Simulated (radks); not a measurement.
The numbers below are computed, except where a source is named.
Task: These are the eigenvalues of the occupied orbitals of an atom or ion with whole-number occupations (hartree). Level of theory: Dirac Kohn-Sham, LB94 model potential, spin-unpolarised, spherical densities, finite nucleus; Fermi nuclear charge, rms radius of each element as measured or else 0.836 A^(1/3) + 0.57 fm (a radial shooting solver on a logarithmic mesh with Libxc functionals).

1s1/2: -765.1495
2s1/2: -136.5731
2p1/2: -128.5746
2p3/2: -124.5771
3s1/2: -45.49577
3p1/2: -42.57010
3p3/2: -41.74319
3d3/2: -37.06615

Which element is it, and in what charge state? The configuration may be excited. Open shells, if any, fill j = l - 1/2 first.

Result: Z = 42, molybdenum, charge +22: Mo22+ in [Ar] 3d2. The list shows which subshells hold electrons but not how many an open one holds; the 1s level, -765.15 hartree, gives Z - s = 39.1 by -(Z - s)^2/2, which with screening and relativity narrows Z to a few neighbours, and the depths of the outer levels then fix element, charge and occupations together.
